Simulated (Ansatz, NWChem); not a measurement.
# NWChem → Ansatz

NWChem 7.3.0 runs this on SiBrCl3 (SMILES Cl[Si](Cl)(Cl)Br):

calc.nw:
```
start calc
memory 2200 mb

geometry units angstrom noautosym nocenter noautoz
  Cl      -0.852900      -0.217700       1.821600
  Si       0.003400      -0.042600      -0.003200
  Cl       1.690500      -1.158200      -0.059200
  Cl      -1.285700      -0.709700      -1.412800
  Br       0.494400       2.054400      -0.387900
end

basis spherical bse
  * library cc-pVDZ
end

dft
  xc b3lyp
  grid fine
  convergence energy 1e-08
  maxiter 100
  mulliken
  noprint "final vectors analysis"
end

task dft gradient
```

```bash
$ nwchem calc.nw > calc.out
```

Geometry: relaxed at PBE0-D4/def2-TZVP.

It gives a total energy of -4244.504745 Eh.

Question: Translate the job to Ansatz 0.2.0 as an input file of the program's own, asking for the energy.

Answer: This input was run:

molecule.yaml:
```yaml
crystal:
  periodic: [false, false, false]
  atoms:
    - symbol: Cl
      position_ang: [-0.852900, -0.217700, 1.821600]
    - symbol: Si
      position_ang: [0.003400, -0.042600, -0.003200]
    - symbol: Cl
      position_ang: [1.690500, -1.158200, -0.059200]
    - symbol: Cl
      position_ang: [-1.285700, -0.709700, -1.412800]
    - symbol: Br
      position_ang: [0.494400, 2.054400, -0.387900]
basis:
  gaussian:
    orbitals: cc-pVDZ
hamiltonian:
  xc: {name: B3LYP}
accuracy: high
output: {orbitals: {seedname: orbitals}}
```

```bash
$ ansatz run molecule.yaml --threads 1 --pin off --max-ram 3480MiB --events-out events.jsonl --progress --plain --runs-dir runs
```

Its energy is -4244.504745 Eh, 0.000 mEh from the first.
